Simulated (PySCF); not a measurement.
H2O4P, SMILES [O]P(=O)(O)O, multiplicity 2.

Coordinates come from a PBE0-D3(BJ)/def2-SVP optimisation. The isomer is the one that the SMILES or the coordinates give; other isomers of the formula were not compared. Other conformers were not sampled.

Computed with PySCF with TDA-CAM-B3LYP/def2-SVPD.

Vertical excitations. The molecule is in vacuum.

Computed lowest excited states:
```
state    energy (eV)  λ (nm)      f                              main pairs
-------  -----------  ------  -----  --------------------------------------
root 1          0.94    1314  0.000                        β HOMO→LUMO 94 %
root 2          2.26     548  0.001                      β HOMO−2→LUMO 92 %
root 3          2.76     448  0.072                      β HOMO−1→LUMO 83 %
root 4          3.18     390  0.001                      β HOMO−3→LUMO 88 %
root 5          4.88     254  0.014                      β HOMO−4→LUMO 89 %
root 6          5.20     238  0.077  β HOMO−6→LUMO 53 %, β HOMO−5→LUMO 25 %
root 7          5.85     212  0.002  β HOMO−5→LUMO 64 %, β HOMO−6→LUMO 26 %
root 8          6.44     193  0.009                      β HOMO−7→LUMO 85 %
root 9          7.26     171  0.004                      β HOMO−8→LUMO 88 %
root 10         7.76     160  0.000     α HOMO→LUMO 9 %, β HOMO→LUMO+1 78 %
```
Unrestricted roots are not spin-pure.
